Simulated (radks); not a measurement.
Results of a calculation; reference values are marked as such.
Spherical quantum dot in the effective-mass picture: electrons in a hard-walled sphere of radius 4.62, all in effective atomic units (hartree* = m*/eps^2 hartree, bohr* = eps/m* bohr), one dielectric constant everywhere. Level of theory: non-relativistic Kohn-Sham, exchange-only LDA, spin-polarised, spherical densities (a radial shooting solver with Libxc functionals). Levels are named by radial order and angular momentum (1s, 1p, 1d, 2s, ...), and open shells are averaged over m. Results are scaled to m* = 0.163 and eps = 13.6, for which hartree* = 23.98 meV and bohr* = 4.415 nm.

N = 19, configuration 1s2 1p6 1d10 1f(up 1, down 0). This is the lowest configuration that the search found. Occupied and some empty levels:

level    occupation  eigenvalue (meV)  <r> (nm)
1s up             1            130.35     13.88
1s down           1            130.66     13.85
1p up             3            133.21     14.37
1p down           3            133.54     14.36
1d up             5            138.20     14.80
1d down           5            138.54     14.79
1f up             1            145.06     15.17
1f down           0            145.41     15.16
2s up             0            150.93     9.129
2s down           0            151.03     9.127
1g up             0            153.64     15.48
1g down           0            154.00     15.48
2p up             0            160.49     10.68
2p down           0            160.64     10.68
2d up             0            171.92     11.67
2d down           0            172.10     11.66

Energy (meV): total 1426.49, kinetic 352.52, external 0, Hartree 1208.3, exchange-correlation -134.35.
